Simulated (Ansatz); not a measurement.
Consider the atomization: `OC(Cl)[SiH2]S` → C• + Cl• + 5 H• + O• + S• + Si•.

Calculated with Ansatz (gas phase, PBE0-D4/def2-TZVP geometries, no zero-point term in ΔE). CCSD(T)/CBS adds triple-zeta CCSD(T) − MP2 to the extrapolated MP2 energy (def2 sets, frozen cores). This one scheme is used for every species, atoms too. For atomizations the MP2-based limit and the directly extrapolated one differ by several kJ/mol either way, and by 10 to 25 for some Ge, Se and Sn compounds, so smaller differences from it don't rank the levels. Functionals use def2-TZVPP. B3LYP here is the variant with VWN-RPA as its local correlation; programs differ in this. No spin–orbit coupling; open shells (•) take unrestricted orbitals. Spin–orbit coupling would lower the free atoms: a little for C, Cl, O, S, Si. Each species was taken in one conformer, which may not be the lowest.

Problem. What is ΔE at CCSD(T)/CBS? (An estimate is asked.)

Solution. Computed: +3300.5 kJ/mol.

Problem. What do these levels give: LDA (SPW92), B3LYP-D4, r2SCAN0-D4, PBE, revPBE, BLYP, r2SCAN0, CAM-B3LYP, HF/def2-SVP, CCSD(T)/def2-SVP, MP2/def2-QZVPP, CCSD/CBS(def2)? (Estimate.)

Solution. Computed: LDA (SPW92) 3826.7, B3LYP-D4 3275.9, r2SCAN0-D4 3249.0, PBE 3334.9, revPBE 3201.4, BLYP 3214.4, r2SCAN0 3241.0, CAM-B3LYP 3260.8, HF/def2-SVP 2284.3, CCSD(T)/def2-SVP 3045.8, MP2/def2-QZVPP 3317.5, CCSD/CBS(def2) 3238.6 kJ/mol.

Largest T1 diagnostic among the species: 0.012.

From r2SCAN to r2SCAN0 (25 % exact exchange), in def2-TZVPP and without D4, ΔE moves by −64.2 kJ/mol: exact exchange takes away binding that semilocal exchange gives to molecules. In def2-TZVPP, CCSD(T) changes the Hartree–Fock value by +899.0 kJ/mol (the triples alone add +61.8 kJ/mol) and MP2 by +960.0 kJ/mol; breaking electron pairs costs correlation energy, which Hartree–Fock lacks. Leaving LDA and LC-ωPBE aside and taking each functional with its dispersion term where it has one, the values, not all of them listed here, spread over 192.5 kJ/mol, from BHLYP-D4 to PBE-D4. LDA lies +491.9 kJ/mol from PBE without D4, its usual overbinding.
